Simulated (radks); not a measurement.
Results of a calculation; reference values are marked as such.
Question: Tl+, 80 electrons, occupied as [Hg] (the NIST ground configuration). Code: a radial shooting solver on a logarithmic mesh with Libxc functionals. Model: scalar-relativistic Kohn-Sham, LDA (Slater exchange, Perdew-Zunger correlation), spin-polarised, spherical densities, finite nucleus; Fermi nuclear charge, rms radius 5.4759 fm. Some entries of the table are withheld. Estimate them.

orbital,occ.,eigenvalue (hartree),<r> (bohr)
1s,2,-3142.820,0.01633
2s,2,-559.8999,0.06880
2p,6,-482.0017,0.06236
3s,2,-133.8402,0.1777
3p,6,-111.4081,0.1794
3d,10,-88.07013,0.1625
4s,2,-30.05310,0.3920
4p,6,-22.69391,0.4179
4d,10,(1),0.4400
5s,2,-5.09253,0.8762
4f,14,-4.47616,0.4677
5p,6,-3.07418,1.007
5d,10,-0.84461,1.385
6s,2,-0.61306,2.378
6p,0,-0.31043,3.200
7s,0,-0.13407,6.291
6d,0,(2),6.558
5f,0,-0.03264,16.34

Answer: 
(1) 4d eigenvalue (hartree): -14.04932
(2) 6d eigenvalue (hartree): -0.08379
